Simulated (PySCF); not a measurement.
## Spin-rotation constants: `CC[P@](=O)(O)c1ccccc1F`, C₈H₁₀FO₂P

Molfile (atoms numbered from 1):
```
C8H10FO2P
     RDKit          3D

 22 22  0  0  0  0  0  0  0  0999 V2000
    1.9864    1.7642    0.2010 C   0  0  0  0  0  0  0  0  0  0  0  0
    2.2441    0.5243   -0.6393 C   0  0  0  0  0  0  0  0  0  0  0  0
    1.3721   -0.8981    0.1180 P   0  0  2  0  0  5  0  0  0  0  0  0
    1.8434   -1.3055    1.4466 O   0  0  0  0  0  0  0  0  0  0  0  0
    1.5566   -2.0819   -0.9632 O   0  0  0  0  0  0  0  0  0  0  0  0
   -0.4120   -0.5231    0.0814 C   0  0  0  0  0  0  0  0  0  0  0  0
   -1.1355   -0.5844    1.2619 C   0  0  0  0  0  0  0  0  0  0  0  0
   -2.4927   -0.3140    1.2675 C   0  0  0  0  0  0  0  0  0  0  0  0
   -3.1370    0.0183    0.0864 C   0  0  0  0  0  0  0  0  0  0  0  0
   -2.4300    0.0867   -1.1028 C   0  0  0  0  0  0  0  0  0  0  0  0
   -1.0748   -0.1832   -1.0863 C   0  0  0  0  0  0  0  0  0  0  0  0
   -0.3763   -0.1087   -2.2350 F   0  0  0  0  0  0  0  0  0  0  0  0
    0.9303    2.0310    0.1778 H   0  0  0  0  0  0  0  0  0  0  0  0
    2.5647    2.6094   -0.1665 H   0  0  0  0  0  0  0  0  0  0  0  0
    2.2645    1.5701    1.2353 H   0  0  0  0  0  0  0  0  0  0  0  0
    1.9205    0.6561   -1.6698 H   0  0  0  0  0  0  0  0  0  0  0  0
    3.3053    0.2647   -0.6376 H   0  0  0  0  0  0  0  0  0  0  0  0
    1.8218   -2.8738   -0.4911 H   0  0  0  0  0  0  0  0  0  0  0  0
   -0.6053   -0.8474    2.1649 H   0  0  0  0  0  0  0  0  0  0  0  0
   -3.0487   -0.3609    2.1910 H   0  0  0  0  0  0  0  0  0  0  0  0
   -4.1956    0.2292    0.0867 H   0  0  0  0  0  0  0  0  0  0  0  0
   -2.9120    0.3462   -2.0324 H   0  0  0  0  0  0  0  0  0  0  0  0
  1  2  1  0
  2  3  1  0
  3  4  2  0
  3  5  1  6
  3  6  1  0
  6  7  2  0
  7  8  1  0
  8  9  2  0
  9 10  1  0
 10 11  2  0
 11 12  1  0
 11  6  1  0
  1 13  1  0
  1 14  1  0
  1 15  1  0
  2 16  1  0
  2 17  1  0
  5 18  1  0
  7 19  1  0
  8 20  1  0
  9 21  1  0
 10 22  1  0
M  END
```

The calculation used GIAO PBE0/pcSseg-1 magnetisability, rotational g tensor and spin-rotation constants, non-relativistic, gas phase (PySCF 2.14.0). Geometry: GFN2-xTB.

Problem. Give the nuclear spin-rotation constants along the inertial axes (H = +C I·J) beside the isotropic shieldings.

Solution. Rotational constants 1.2793, 0.6439, 0.5861 GHz. A star marks the isotopologue with that one atom substituted, in its own axes.
| atom | isotope | Caa (kHz) | Cbb (kHz) | Ccc (kHz) | mean (kHz) | σ (ppm) |
| --- | --- | --- | --- | --- | --- | --- |
| P3 | 31P | 2.334 | 0.898 | 1.034 | 1.422 | 285.9 |
| F12 | 19F | 1.887 | 0.812 | 0.311 | 1.003 | 281.2 |
| H13 | 1H | 0.013 | -0.080 | -0.058 | -0.042 | 31.3 |
| H14 | 1H | -0.107 | -0.046 | -0.026 | -0.060 | 30.6 |
| H15 | 1H | -0.128 | -0.001 | -0.057 | -0.062 | 30.5 |
| H16 | 1H | -0.122 | 0.014 | -0.065 | -0.058 | 29.3 |
| H17 | 1H | 0.050 | -0.078 | -0.065 | -0.031 | 29.8 |
| H18 | 1H | -0.148 | -0.047 | -0.019 | -0.072 | 28.9 |
| H19 | 1H | -0.057 | 0.042 | -0.058 | -0.025 | 23.5 |
| H20 | 1H | -0.068 | 0.036 | -0.055 | -0.029 | 24.2 |
| H21 | 1H | 0.146 | -0.068 | -0.057 | 0.007 | 23.9 |
| H22 | 1H | -0.062 | 0.034 | -0.061 | -0.030 | 24.4 |
| C1 | 13C* | 0.159 | 0.080 | 0.076 | 0.105 | 179.0 |
| C2 | 13C* | 0.203 | 0.102 | 0.096 | 0.133 | 156.7 |
| O4 | 17O* | -0.206 | -0.141 | -0.055 | -0.134 | 204.7 |
| O5 | 17O* | -0.225 | -0.082 | -0.077 | -0.128 | 219.1 |
| C6 | 13C* | 0.546 | 0.233 | 0.079 | 0.286 | 60.6 |
| C7 | 13C* | 0.518 | 0.302 | 0.064 | 0.295 | 46.5 |
| C8 | 13C* | 0.486 | 0.283 | 0.064 | 0.278 | 57.9 |
| C9 | 13C* | 0.639 | 0.233 | 0.069 | 0.314 | 47.0 |
| C10 | 13C* | 0.462 | 0.263 | 0.072 | 0.266 | 66.1 |
| C11 | 13C* | 0.508 | 0.311 | 0.144 | 0.321 | 14.4 |

For the geometry as given, no vibrational averaging.
